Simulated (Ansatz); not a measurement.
## Reading a saddle point

A first-order saddle point of SiNH$_{8}$OF, closed shell, PBE0-D4/def2-TZVP, with one imaginary mode of 1068i cm⁻¹:

```
12
angstrom
Si -1.0247 0.4924 -0.6868
N 0.2188 -0.8466 -0.6061
H -1.1621 0.5194 -2.1911
H -2.3905 0.1441 -0.2489
H -0.4459 1.8288 -0.4227
H 0.4271 0.2075 1.5676
F -0.7326 0.3490 1.4331
H 1.1046 -0.4834 0.2854
O 1.5280 -0.1067 1.3366
H 0.5728 -1.0881 -1.5240
H -0.1826 -1.6860 -0.1995
H 2.0872 0.6698 1.2565
```

Program: Ansatz 0.2.0. Basis: def2-TZVPP and def2-QZVPP. Cores are frozen in the correlated methods. Extrapolation: Hartree–Fock as exp(−7.88 √X), correlation as X^−2.97.

(1) Which contacts change along the imaginary mode, and what lies on either side? (Judge from chemistry; the calculation decides.)

(2) Which side is lower, and how far does the saddle lie above each? (An estimate is asked for; the value comes from the calculation.)

No T1 diagnostic of these runs exceeds 0.011.

Results:

(1) Computed: The step is SiNH₅ ([NH2][SiH3]) + H₂O + HF → SiH₃F ([F][SiH3]) + H₂O + NH₃ (still joined by a long Si–N bond), with the molecules in contact on both sides. Shortening one way: Si1–F7, N2–H8, H6–O9; lengthening the same way: Si1–N2, H6–F7, H8–O9.
```csv
pair,one side (Å),saddle (Å),other side (Å)
Si1–F7,4.18,2.14,1.73
N2–H8,1.88,1.31,1.03
H6–O9,1.59,1.17,0.97
Si1–N2,1.74,1.83,1.98
H6–F7,0.96,1.18,1.82
H8–O9,0.99,1.19,1.86
```

(2) Computed: The side with Si1–F7, N2–H8, H6–O9 short is lower by 11.7 kJ/mol; the saddle lies 79.8 kJ/mol above it and 68.1 kJ/mol above the other (CCSD(T) at an estimated basis limit (MP2 extrapolated from triple and quadruple zeta, plus CCSD(T) − MP2 in triple zeta); electronic energies).

Steps of this kind, hydrogen fluoride cutting a network bond, underlie vapour etching and the fluorination step of atomic layer etching.

Labels in which every atom is bracketed show which atoms are joined, not bond orders.

For scale, one of the runs: CCSD(T)/def2-TZVPP, 247 basis functions, launched by `ansatz run in.yaml --threads 4 --pin off --events-out ev --progress --plain --max-ram 9574MiB`. Time: 2.4 min of wall clock on 4 CPU threads of an Intel Xeon; the host was shared. Peak host memory: 5.3 GiB.
